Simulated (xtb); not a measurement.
Au₂H₄S₂Si₂, SMILES [Au][S][SiH2][SiH2][S][Au], multiplicity 1. All values are semi-empirical tight-binding results from xtb (GFN2-xTB unless named), good for trends rather than for accurate numbers. Geometry optimised at GFN2-xTB. The multiplicity is an assumed one; no other spin state was optimised. One conformer was computed; it need not be the lowest.

Optimised geometry:

```xyz
10

Au    -3.2350    -3.0013     0.6791
S     -2.4699    -1.0090    -0.1481
Si    -0.4083    -0.9829     0.4249
Si     0.3951     1.0022    -0.4083
S      2.4598     1.0128     0.1531
Au     3.2397     2.9966    -0.6836
H      0.1979    -2.1979    -0.1247
H     -0.3728    -1.1247     1.8823
H     -0.2024     2.2183     0.1474
H      0.3530     1.1482    -1.8651
```
Charge 0, spin multiplicity 1.

For metal compounds this method's bond lengths and energies can be far off.

### Question
Estimate the properties. (An estimate is asked for; the answer gives what the named calculation found.)

### Answer

```json
{
 "point_group_as_xtb_finds_it": "C2h",
 "orbital_gap": "2.79 eV",
 "zero_point_energy": "23.4 kcal/mol",
 "G − E(el) at 298.15 K (modified RRHO)": "-2.8 kcal/mol"
}
```

Computed atomic charges and the Wiberg bond orders between heavy atoms:
charges (e) Au1 0.29, S2 -0.53, Si3 0.42, Si4 0.42, S5 -0.53, Au6 0.28, H7 -0.09, H8 -0.09, H9 -0.09, H10 -0.09. Bond orders Au1–S2 0.97, S2–Si3 0.99, Si3–Si4 0.82, Si4–S5 1.00, S5–Au6 0.97.
